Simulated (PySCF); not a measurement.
# Oxygen: a sound run and one with changed settings

Sound run: O⁺ [He] 2s2 2p3, O²⁺ [He] 2s2 2p2. Calculation: PySCF 2.14, in def2-SVP (3s2p1d, 14 functions); the non-relativistic Hamiltonian (point nucleus). In the sound run the correlated levels freeze 1s2. The sound run starts from symmetry-adapted Hartree-Fock orbitals and uses a fine grid where one is needed.

Changed run: a valence shell is frozen. This setting is unsound on purpose.

| species | method | sound run (hartree) | changed run (hartree) | converged |
| --- | --- | --- | --- | --- |
| O⁺ | MP2 | -74.34500 | -74.29260 | yes |
| O⁺ | CCSD(T) | -74.36051 | -74.29596 | yes |
| O²⁺ | MP2 | -73.05473 | -73.00455 | yes |
| O²⁺ | CCSD(T) | -73.07812 | -73.00557 | yes |

Ionisation energy of O⁺:

```json
{"method": "UHF", "sound run (eV)": "34.727", "changed run (eV)": "34.727"}
{"method": "MP2", "sound run (eV)": "35.110", "changed run (eV)": "35.049"}
{"method": "SCS-MP2", "sound run (eV)": "34.912", "changed run (eV)": "34.835"}
{"method": "CCSD", "sound run (eV)": "34.897", "changed run (eV)": "35.112"}
{"method": "CCSD(T)", "sound run (eV)": "34.896", "changed run (eV)": "35.113"}
```

Freezing a valence shell removes pair correlation that changes on ionisation.

For comparison, NIST gives 35.121 eV between the lowest levels.
